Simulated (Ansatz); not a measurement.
Calculated with Ansatz (gas phase, PBE0-D4/def2-TZVP geometries, no zero-point term in ΔE). CCSD(T)/CBS is the MP2 limit (def2-TZVPP, def2-QZVPP) plus CCSD(T) − MP2 in def2-TZVPP, frozen cores. This one scheme is used for every species. DFT in def2-TZVPP. One conformer a species, not always the lowest.

`N[Si@H](Cl)O[Si@@H](N)O` + `N[SiH](F)F` → `N[SiH](O)[Si](N)(F)F` + `N[SiH](O)Cl`  (formal exchange of groups at the Si–O bond)

| level | ΔE (eV) |
| --- | --- |
| PBE-D4 | 1.28 |
| r2SCAN-D4 | 1.56 |
| PBE0-D4 | 1.42 |
| ωB97M-V | 1.62 |
| r2SCAN | 1.55 |
| PBE0 | 1.41 |
| MP2/def2-QZVPP | 1.71 |
| HF/CBS(def2) | 1.94 |

(1) What does CCSD(T)/CBS give? (Best estimate.)

Largest T1 diagnostic among the species: 0.012.

## Answers

(1) Computed: +1.63 eV. The listed levels differ from it by -0.35, -0.07, -0.21, -0.01, -0.08, -0.22, 0.08, 0.31 eV.

From PBE to PBE0 (25 % exact exchange), in def2-TZVPP and without D4, ΔE moves by +0.15 eV. In def2-TZVPP, CCSD(T) changes the Hartree–Fock value by −0.27 eV (the triples alone add −0.04 eV) and MP2 by −0.20 eV.
